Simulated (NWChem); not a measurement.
System: CH6ClNOSi; SMILES N[SiH](Cl)OC

Input file for NWChem:

```
start job
memory heap 200 mb stack 900 mb global 1100 mb
geometry units angstroms noautoz
  Si     0.536463     0.051069    -0.371759
  N      2.036646     0.417394     0.338431
  Cl    -1.049344     1.265983     0.245391
  O      0.150572    -1.479908     0.094795
  C     -1.095952    -2.117115     0.031926
  H      0.643035     0.249244    -1.838422
  H      2.617791     1.156101    -0.038321
  H      2.203317     0.262343     1.325943
  H     -1.071083    -3.002428     0.685041
  H     -1.324329    -2.456007    -0.994179
  H     -1.913022    -1.456368     0.369074
end
basis spherical
  * library def2-svp
end
dft
  xc b3lyp
  iterations 150
  vectors input atomic output neutral.movecs
end
task dft energy
charge 1
dft
  odft
  mult 2
  vectors input atomic output cation.movecs
end
task dft energy
```

Output (shortened):

```
             Northwest Computational Chemistry Package (NWChem) 7.3.0
             --------------------------------------------------------

 C1  symmetry detected

                             Geometry "geometry" -> ""
                             -------------------------

 Output coordinates in angstroms (scale by  1.889725989 to convert to a.u.)

  No.       Tag          Charge          X              Y              Z
 ---- ---------------- ---------- -------------- -------------- --------------
    1 Si                  14.0000     0.53738308     0.16955296    -0.39359068
    2 N                    7.0000     1.95962392     0.74554820     0.33755456
    3 Cl                  17.0000    -1.19718051     1.22649075     0.10223757
    4 O                    8.0000     0.31065366    -1.36702518     0.15229985
    5 C                    6.0000    -0.85257653    -2.14607638     0.09080093
    6 H                    1.0000     0.67405609     0.29594489    -1.86569015
    7 H                    1.0000     2.46667967     1.52392349    -0.06541690
    8 H                    1.0000     2.10678367     0.66646753     1.33709958
    9 H                    1.0000    -0.75136042    -2.98452177     0.79629466
   10 H                    1.0000    -1.00366452    -2.56614160    -0.91945297
   11 H                    1.0000    -1.75092656    -1.56593446     0.36331023

 Effective nuclear repulsion energy (a.u.)     305.9457722950

                                 NWChem DFT Module
                                 -----------------

 Summary of "ao basis" -> "ao basis" (spherical)
 ------------------------------------------------------------------------------
       Tag                 Description            Shells   Functions and Types
 ---------------- ------------------------------  ------  ---------------------
 Si                         def2-svp                 8       18   4s3p1d
 N                          def2-svp                 6       14   3s2p1d
 Cl                         def2-svp                 8       18   4s3p1d
 O                          def2-svp                 6       14   3s2p1d
 C                          def2-svp                 6       14   3s2p1d
 H                          def2-svp                 3        5   2s1p

            General Information
            -------------------
          SCF calculation type: DFT
          Wavefunction type:  closed shell.
          No. of atoms     :    11
          No. of electrons :    58
           Alpha electrons :    29
            Beta electrons :    29
          Charge           :     0
          Spin multiplicity:     1
          Use of symmetry is: off; symmetry adaption is: off
          Maximum number of iterations: 150
          AO basis - number of functions:   108
                     number of shells:    52
          Convergence on energy requested:  1.00D-06
          Convergence on density requested:  1.00D-05
          Convergence on gradient requested:  5.00D-04

              XC Information
              --------------
                         B3LYP Method XC Potential
                     Hartree-Fock (Exact) Exchange  0.200
                        Slater Exchange Functional  0.800 local
                    Becke 1988 Exchange Functional  0.720 non-local
              Lee-Yang-Parr Correlation Functional  0.810
                  VWN I RPA Correlation Functional  0.190 local

             Grid Information
             ----------------
          Grid used for XC integration:  medium
          Radial quadrature: Mura-Knowles
          Angular quadrature: Lebedev.
          Tag              B.-S. Rad. Rad. Pts. Rad. Cut. Ang. Pts.
          ---              ---------- --------- --------- ---------
          Si                  1.10       88          10.0       590
          N                   0.65       49          12.0       434
          Cl                  1.00       88          11.0       590
          O                   0.60       49          10.0       434
          C                   0.70       49          12.0       434
          H                   0.35       45          13.0       434
          Grid pruning is: on
          Number of quadrature shells:   593
          Spatial weights used:  Erf1

      Superposition of Atomic Density Guess
      -------------------------------------

 Sum of atomic energies:        -917.61788357

      Non-variational initial energy
      ------------------------------

 Total energy =    -919.765863
 1-e energy   =   -1874.482728
 2-e energy   =     648.771093
 HOMO         =      -0.361867
 LUMO         =       0.077802

   convergence    iter        energy       DeltaE   RMS-Dens  Diis-err
 ---------------- ----- ----------------- --------- --------- ---------
 d= 0,ls=0.0,diis     1   -921.0863871763 -1.23D+03  1.12D-02  7.22D-01
 d= 0,ls=0.0,diis     2   -921.0737666986  1.26D-02  6.03D-03  8.93D-01
 d= 0,ls=0.0,diis     3   -921.1610479327 -8.73D-02  1.59D-03  5.70D-02
 d= 0,ls=0.0,diis     4   -921.1654227254 -4.37D-03  6.71D-04  7.54D-03
 d= 0,ls=0.0,diis     5   -921.1663336543 -9.11D-04  1.00D-04  2.11D-04
  Resetting Diis
 d= 0,ls=0.0,diis     6   -921.1663533243 -1.97D-05  3.88D-05  3.24D-05
 d= 0,ls=0.0,diis     7   -921.1663570062 -3.68D-06  1.44D-05  8.79D-07
 d= 0,ls=0.0,diis     8   -921.1663569438  6.24D-08  7.92D-06  1.42D-06

         Total DFT energy =     -921.166356943797
      One electron energy =    -1878.886327533474
           Coulomb energy =      724.266222063127
    Exchange-Corr. energy =      -72.492023768471
 Nuclear repulsion energy =      305.945772295021

 Numeric. integr. density =       58.000000757407

                       DFT Final Molecular Orbital Analysis
                       ------------------------------------

 Vector   27  Occ=2.000000D+00  E=-3.024393D-01
              MO Center= -6.7D-01,  3.7D-01, -6.2D-03, r^2= 3.5D+00
   Bfn.  Coefficient  Atom+Function         Bfn.  Coefficient  Atom+Function
  ----- ------------  ---------------      ----- ------------  ---------------
    45      0.459670   3 Cl pz               42      0.341800   3 Cl pz
    44     -0.237202   3 Cl py               55     -0.213795   4 O  py
    39      0.198777   3 Cl pz               54      0.198952   4 O  px
    41     -0.175189   3 Cl py               58     -0.150424   4 O  py
    79      0.146331   6 H  s                57      0.145341   4 O  px

 Vector   28  Occ=2.000000D+00  E=-2.918682D-01
              MO Center= -4.1D-02, -1.2D+00, -1.4D-01, r^2= 2.6D+00
   Bfn.  Coefficient  Atom+Function         Bfn.  Coefficient  Atom+Function
  ----- ------------  ---------------      ----- ------------  ---------------
    56      0.471901   4 O  pz               59      0.354065   4 O  pz
    99      0.226266  10 H  s                80      0.191934   6 H  s
    70     -0.175990   5 C  pz               55      0.166062   4 O  py
    79      0.163597   6 H  s               100      0.157431  10 H  s
   104     -0.146744  11 H  s                43     -0.141770   3 Cl px

 Vector   29  Occ=2.000000D+00  E=-2.706337D-01
              MO Center=  1.4D+00,  7.1D-01,  2.5D-01, r^2= 2.5D+00
   Bfn.  Coefficient  Atom+Function         Bfn.  Coefficient  Atom+Function
  ----- ------------  ---------------      ----- ------------  ---------------
    23     -0.375136   2 N  py               22      0.345418   2 N  px
    26      0.304358   2 N  py               25     -0.289075   2 N  px
    43     -0.257992   3 Cl px               40     -0.180667   3 Cl px
    24     -0.144670   2 N  pz               27      0.115187   2 N  pz
    37     -0.104846   3 Cl px               44     -0.096858   3 Cl py

 Vector   30  Occ=0.000000D+00  E= 4.426311D-02
              MO Center=  1.7D+00,  9.6D-01,  2.8D-01, r^2= 5.0D+00
   Bfn.  Coefficient  Atom+Function         Bfn.  Coefficient  Atom+Function
  ----- ------------  ---------------      ----- ------------  ---------------
    21      1.435213   2 N  s                85     -0.795223   7 H  s
    90     -0.740315   8 H  s                12     -0.405598   1 Si py
     4     -0.380120   1 Si s                11     -0.381929   1 Si px
    67     -0.359154   5 C  s               100      0.279857  10 H  s
    20      0.224861   2 N  s                26      0.195249   2 N  py

 Vector   31  Occ=0.000000D+00  E= 6.070956D-02
              MO Center= -4.1D-02, -7.4D-01, -3.1D-01, r^2= 5.6D+00
   Bfn.  Coefficient  Atom+Function         Bfn.  Coefficient  Atom+Function
  ----- ------------  ---------------      ----- ------------  ---------------
    67      1.174208   5 C  s                12      0.715518   1 Si py
   100     -0.708475  10 H  s                 4     -0.690660   1 Si s
    53      0.654476   4 O  s                95     -0.547869   9 H  s
    11      0.463119   1 Si px              105     -0.365649  11 H  s
    85     -0.359086   7 H  s                44     -0.306423   3 Cl py

 Vector   32  Occ=0.000000D+00  E= 7.339904D-02
              MO Center=  2.8D-01,  3.3D-01, -5.6D-01, r^2= 4.4D+00
   Bfn.  Coefficient  Atom+Function         Bfn.  Coefficient  Atom+Function
  ----- ------------  ---------------      ----- ------------  ---------------
    80     -0.727539   6 H  s                12      0.722848   1 Si py
    11     -0.627048   1 Si px                4      0.549766   1 Si s
    67     -0.523908   5 C  s                36     -0.507348   3 Cl s
     3      0.470385   1 Si s                43     -0.448425   3 Cl px
   105      0.414691  11 H  s                13     -0.364848   1 Si pz

     Multipole analysis of the density
     ---------------------------------

     L   x y z        total         alpha         beta         nuclear
     -   - - -        -----         -----         ----         -------
     0   0 0 0     -0.000000    -29.000000    -29.000000     58.000000

     1   1 0 0      0.397568      0.198784      0.198784      0.000000
     1   0 1 0     -0.010610     -0.005305     -0.005305     -0.000000
     1   0 0 1      0.087173      0.043586      0.043586     -0.000000

     2   2 0 0    -31.768294   -151.651194   -151.651194    271.534095
     2   1 1 0      5.239271     -9.957990     -9.957990     25.155251
     2   1 0 1      0.989602     -0.556744     -0.556744      2.103091
     2   0 2 0    -31.517798   -182.257552   -182.257552    332.997306
     2   0 1 1      0.249100      0.521757      0.521757     -0.794414
     2   0 0 2    -31.889406    -34.270519    -34.270519     36.651631

                                 NWChem DFT Module
                                 -----------------

            General Information
            -------------------
          SCF calculation type: DFT
          Wavefunction type:  spin polarized.
          No. of atoms     :    11
          No. of electrons :    57
           Alpha electrons :    29
            Beta electrons :    28
          Charge           :     1
          Spin multiplicity:     2
          Use of symmetry is: off; symmetry adaption is: off
          Maximum number of iterations: 150
          AO basis - number of functions:   108
                     number of shells:    52
          Convergence on energy requested:  1.00D-06
          Convergence on density requested:  1.00D-05
          Convergence on gradient requested:  5.00D-04

              XC Information
              --------------
                         B3LYP Method XC Potential
                     Hartree-Fock (Exact) Exchange  0.200
                        Slater Exchange Functional  0.800 local
                    Becke 1988 Exchange Functional  0.720 non-local
              Lee-Yang-Parr Correlation Functional  0.810
                  VWN I RPA Correlation Functional  0.190 local

             Grid Information
             ----------------
          Grid used for XC integration:  medium
          Radial quadrature: Mura-Knowles
          Angular quadrature: Lebedev.
          Tag              B.-S. Rad. Rad. Pts. Rad. Cut. Ang. Pts.
          ---              ---------- --------- --------- ---------
          Si                  1.10       88          10.0       590
          N                   0.65       49          12.0       434
          Cl                  1.00       88          11.0       590
          O                   0.60       49          10.0       434
          C                   0.70       49          12.0       434
          H                   0.35       45          13.0       434
          Grid pruning is: on
          Number of quadrature shells:   593
          Spatial weights used:  Erf1

      Superposition of Atomic Density Guess
      -------------------------------------

 Sum of atomic energies:        -917.61788357

 Renormalizing density from      58.00 to     57

      Non-variational initial energy
      ------------------------------

 Total energy =    -909.625755
 1-e energy   =   -1842.164060
 2-e energy   =     626.592533
 HOMO         =      -0.626202
 LUMO         =      -0.188921

[...]
```

Level: B3LYP/def2-SVP, vertical spin-unrestricted ions. Coordinates come from a PBE0/def2-SVP optimisation.
